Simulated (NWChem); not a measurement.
A series in which one site is exchanged, each optimised at PBE0/def2-SVP with NWChem, gas phase unless a solvent is named. For some, no frequency run checked for a minimum. def2 effective core potentials on Zr, Hf; no spin-orbit coupling.

A: [F][ZrH2][F] (ZrH$_{2}$F$_{2}$; site = Zr)
B: [F][HfH2][F] (HfH₂F₂; site = Hf)
C: [F][TiH2][F] (TiH₂F₂; site = Ti)
D: [F][GeH2][F] (GeH$_{2}$F$_{2}$; site = Ge)

Problem. Rank them by static polarisability, B3LYP/def2-SVPD (bohr³), lowest first.

Solution. D (30.1), C (39.2), B (43.1), A (44.6)
